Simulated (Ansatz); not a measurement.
Input for Ansatz (a program for electronic structure): U-PBE/def2-TZVPP on F2Zn (SMILES [F][Zn][F]), a point of a bond scan (R = 2.350 Å).

Ansatz 0.2 input:
```yaml
crystal:
  periodic: [false, false, false]
  atoms:
    - {symbol: Zn, position_ang: [0.00000000, 0.00000000, 0.00000000]}
    - {symbol: F, position_ang: [0.00000000, 0.00000000, 2.34974308]}
    - {symbol: F, position_ang: [-0.00000000, -0.00000000, -1.74055043]}
basis:
  gaussian:
    orbitals: def2-TZVPP
hamiltonian:
  xc: {name: PBE}
magnetization: {spin_polarized: true, initial_magnetization: 0}
```

Output:

```
WARN ansatz: RAYON_NUM_THREADS=1 ignored (pool sized by the plan → 1); use --threads N
Functional definition: PBE
integrals: 0.04 GiB planned
811 factors; their error is unknown
mean field: 0.39 GiB planned
mean field evaluation 1: about -53833.4086 eV, gradient 5.9e1 eV
mean field evaluation 2: about -53548.7408 eV, gradient 2.0e2 eV
mean field evaluation 4: about -53840.9103 eV, gradient 2.5e1 eV
mean field evaluation 8: about -53843.4580 eV, gradient 5.3e0 eV
mean field evaluation 16: about -53843.5543 eV, gradient 2.7e-4 eV
mean field -53843.55427913 eV, -1978.7141232862 hartree, gradient 1.4e-5 eV, S^2 0.000000; 0 other end points of the search recorded, 0 dependent functions left out
reference -53843.55432028 eV, -1978.7141247983 hartree; 24, 24 occupied and 102, 102 virtual orbitals, 811 factors
Total energy: -53843.55432028 eV, -1978.7141247983 hartree
```

Self-consistency was reached.

Cost: very roughly 3 core-seconds.
